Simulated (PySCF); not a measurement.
Computed shifts of a molecule C2H7FO3Si, KT2/pcSseg-1 (PySCF), GIAO, gas phase, equivalent atoms averaged, in ppm (number of nuclei): ¹³C: 66.4 (1), 21.8 (1). ²⁹Si: -72.1 (1). ¹⁹F: -184.4 (1). ¹H: 4.40 (2), 2.19 (1), 2.09 (1), 1.54 (3). References: ¹³C against TMS (σ = 185.1 ppm); ¹⁷O against H2O (σ = 330.4 ppm); ²⁹Si against TMS (σ = 361.9 ppm); ¹⁹F against CFCl3 (σ = 127.1 ppm); ¹H against TMS (σ = 31.47 ppm), references at their B3LYP-D3(BJ)/def2-TZVP geometries, non-relativistic. Geometry: B3LYP-D3(BJ)/def2-SVP. The values are those of a single conformer.

Problem. Which molecule gave these data?
A) OC[Si](O)(F)CO
B) CCO[Si](O)(O)F
C) CO[Si](O)(F)OC

Solution. B, CCO[Si](O)(O)F
